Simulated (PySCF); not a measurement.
C₆ coefficients of unlike pairs at revPBE

Calculated with PySCF 2.14 from the dipole response of each species, C₆(A,B) = (3/π) ∫ α_A(iu) α_B(iu) du, in atomic units, from isotropic polarisabilities. For ions this is the dispersion term alone; charge-induced terms of lower order in 1/R come first.

```csv
species,configuration,basis,relativity,α (bohr³),C₆ (like pair)
Sb⁺,[Kr] 4d10 5s2 5p2 (3P),"aug-cc-pwCVTZ-DK3 with one added diffuse shell each of s, p, d, f type (11s10p8d5f1g)",spin-free X2C,25.59,212.4
Ne²⁺,[He] 2s2 2p4 (3P),aug-cc-pVDZ (4s3p2d),none,0.8520,1.091
Tl³⁺,[Xe] 4f14 5d10 (1S),"aug-cc-pVQZ-PP with one added diffuse shell each of s, p, d, f, g type with ECP60MDF (8s8p6d4f3g)",core potential,5.282,28.81
Re,[Xe] 4f14 5d5 6s2 (6S),"aug-cc-pVTZ-PP with one added diffuse shell each of s, p, d, f, g type with ECP60MDF (7s7p6d4f3g)",core potential,68.53,801.9
```

Q: Estimate C₆ for Ne²⁺ with Sb⁺.

A: The integral gives 12.39. The combination rule 2 C_A C_B / (C_A α_B/α_A + C_B α_A/α_B) gives 11.64 and the geometric mean 15.22.

No spin-orbit coupling is included.

The other pairs:

```tsv
pair	C₆
Re, Ne²⁺	20.62
Re, Sb⁺	400.5
Tl³⁺, Sb⁺	69.38
Tl³⁺, Ne²⁺	5.518
Re, Tl³⁺	118.4
```
